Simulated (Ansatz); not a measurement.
Species: C$_{7}$H$_{13}$, net charge 0, doublet state. It need not be the lowest isomer of its formula. SMILES: [CH2]C/C(C)=C/CC
Structure (B3LYP-D3(BJ)/def2-TZVP (Ansatz, a program for electronic structure) minimum search):
```xyz
20

C      2.9797     0.6540    -0.1743
C      1.9491    -0.3590     0.3383
C      0.5908     0.2507     0.5077
C     -0.5305    -0.0219    -0.1616
C     -0.6557    -1.0476    -1.2520
C     -1.8133     0.7148     0.1586
C     -2.8614    -0.1485     0.7707
H      3.9735     0.2068    -0.2408
H      3.0442     1.5177     0.4912
H      2.7023     1.0199    -1.1646
H      2.2868    -0.7448     1.3065
H      1.9148    -1.2157    -0.3354
H      0.5391     1.0306     1.2651
H     -1.4134    -1.7921    -0.9928
H      0.2764    -1.5679    -1.4589
H     -0.9920    -0.5738    -2.1797
H     -1.5771     1.5514     0.8336
H     -2.2104     1.1755    -0.7541
H     -3.9127     0.0672     0.6392
H     -2.5830    -0.9294     1.4661
```
Charge 0, spin multiplicity 2.

Wanted: atomisation energy (electronic, to ground-state atoms), in kcal/mol. Correlated levels leave the core frozen unless marked. UHF or UKS for open shells. Spin-orbit coupling is left out. Non-relativistic. The coupled-cluster limit lacks core correlation, which all-electron functionals hold. Basis-set limits of correlation are two-point, X^-3; Hartree-Fock from the larger set. The bracket is a focal-point correction in the basis named.

```json
[
 {"level": "HF/STO-3G", "program": "Ansatz", "atomisation energy (kcal/mol)": "1812.3"},
 {"level": "HF/cc-pVTZ", "program": "Ansatz", "atomisation energy (kcal/mol)": "1467.7"},
 {"level": "revPBE/def2-TZVPD", "program": "Ansatz", "atomisation energy (kcal/mol)": "1901.0"},
 {"level": "r2SCAN/def2-TZVPD", "program": "Ansatz", "atomisation energy (kcal/mol)": "1937.6"},
 {"level": "PBE0-D4/def2-TZVP", "program": "Ansatz + dftd4", "atomisation energy (kcal/mol)": "1951.1"},
 {"level": "HSE06/def2-TZVPD", "program": "Ansatz", "atomisation energy (kcal/mol)": "1944.8"}
]
```

Q: What does RI-MP2/CBS(cc-pVTZ,cc-pVQZ)+[CCSD(T)-MP2]/cc-pVTZ (Ansatz) give?

A: 1931.1 kcal/mol, so HSE06/def2-TZVPD differs from it by 13.7 kcal/mol.
